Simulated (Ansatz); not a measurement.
Process, species as SMILES: [I][Al][I] -> [I][Al][I] as singlet, charge +1 + e-
Structures are relaxed separately at B3LYP-D3(BJ)/def2-TZVP in Ansatz (a program for electronic structure). A spin state is the lowest found, not a proven ground state.

Property: adiabatic ionisation energy (electronic energy difference), in eV. Valence correlation only, unless marked. Open shells are spin-unrestricted. Spin-orbit coupling is left out. Frozen are the shells of the preceding noble gas and the d and f shells that filled before the atom's block. Past Kr the def2 sets carry scalar-relativistic core potentials. STO-3G rows are all-electron and non-relativistic. Basis-set limits of correlation are two-point, X^-3; Hartree-Fock from the larger set. [CCSD(T)-MP2]/basis is that difference in the basis named.

```tsv
level	program	adiabatic ionisation energy (eV)
HF/def2-TZVPP	Ansatz	6.96
BLYP-D3(BJ)/def2-TZVPD	Ansatz + dftd3	7.08
```

### Question
What does RI-MP2/CBS(def2-TZVPPD,def2-QZVPPD)+[CCSD(T)-MP2]/def2-TZVPPD (Ansatz) give?

### Answer
7.17 eV, so BLYP-D3(BJ)/def2-TZVPD differs from it by -0.09 eV.
